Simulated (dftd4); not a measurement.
O2Si, charge -1, doublet, geometry from GFN2-xTB (a state made from the parent by changing its charge; the spin is typed, not shown lowest); D4 for hf run with dftd4.

Input for dftd4:
```
$ dftd4 mol.xyz --func hf --charge -1 --json dftd4.json --noedisp --grad

# file mol.xyz
3

O     -1.38660487     0.36377234    -0.18425808
Si    -0.02557603    -0.27268081     0.19968976
O      1.43136292     0.11341908    -0.16519900
```

It wrote (shortened):

```
                    ____  _____ _____     ____  _  _
      -------------|  _ \|  ___|_   _|---|  _ \| || |------------
     |             | | | | |_    | | ___ | | | | || |_           |
     |             | |_| |  _|   | ||___|| |_| |__   _|          |
     |             |____/|_|     |_|     |____/   |_|            |
     |             ===================================           |
     |            E. Caldeweyher, S. Ehlert & S. Grimme          |
     |          Mulliken Center for Theoretical Chemistry        |
     |                    University of Bonn                     |
      -----------------------------------------------------------

Rational (Becke-Johnson) damping: hf-D4-ATM
---------------------
  s6         1.0000
  s8         1.6168
  s9         1.0000
  a1         0.4496
  a2         3.3574
 alp        16.0000
--------------------

Dispersion energy:      -8.3357583592101E-03 Eh

Gradient norm:           1.4686015960665E-03 Eh/a0
--------------------------------------------------
     #    Z           dE/dx      dE/dy      dE/dz
--------------------------------------------------
     1    8 O    -1.003E-03  1.895E-04 -7.980E-05
     2   14 Si   -1.869E-05 -1.992E-04  1.459E-04
     3    8 O     1.021E-03  9.709E-06 -6.611E-05
--------------------------------------------------

Virial:
--------------------------------------------------
      component           x          y          z
--------------------------------------------------
          x       5.391E-03 -4.607E-04  2.323E-05
          y      -4.607E-04  2.350E-04 -1.442E-04
          z       2.323E-05 -1.442E-04  1.035E-04
--------------------------------------------------

[Info] Dispersion results written to 'dftd4.txt'
[Info] JSON dump of results written to 'dftd4.json'
```
